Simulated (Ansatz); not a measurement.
One change: `C=C[SiH](F)N[SiH2]F` becomes `BO[SiH](F)C=C`.

Ansatz, PBE0-D4/def2-TZVP geometries, multiplicity 1. Each molecule was computed in one conformer, which needn't be the lowest.

| property | `C=C[SiH](F)N[SiH2]F` |
| --- | --- |
| LUMO energy (PBE/def2-TZVPP) / eV | -1.91 |
| LUMO energy (PBE0/def2-TZVPP) / eV | -0.93 |
| HOMO energy (PBE0/def2-TZVPP) / eV | -8.28 |
| HOMO energy (ωB97M-V/def2-TZVPP) / eV | -10.53 |
| HOMO–LUMO gap (ωB97M-V/def2-TZVPP) / eV | 11.62 |
| size of the dipole moment (ωB97M-V/def2-TZVPP) / D | 0.35 |

(1) Give the same properties after the change, and the shifts. (Best estimate.)

Results:

(1) Computed: 
```tsv
property	`BO[SiH](F)C=C`	shift
LUMO energy (PBE/def2-TZVPP) / eV	-2.09	-0.18
LUMO energy (PBE0/def2-TZVPP) / eV	-1.05	-0.12
HOMO energy (PBE0/def2-TZVPP) / eV	-8.55	-0.27
HOMO energy (ωB97M-V/def2-TZVPP) / eV	-10.88	-0.35
HOMO–LUMO gap (ωB97M-V/def2-TZVPP) / eV	11.89	0.27
size of the dipole moment (ωB97M-V/def2-TZVPP) / D	2.12	1.77
```

With PBE0 the HOMO falls by 0.27 eV and the LUMO falls by 0.12 eV, so the gap widens by about 0.15 eV. PBE moves the HOMO by -0.01 eV and ωB97M-V by -0.35 eV. Dipoles are sizes alone; their direction can turn.
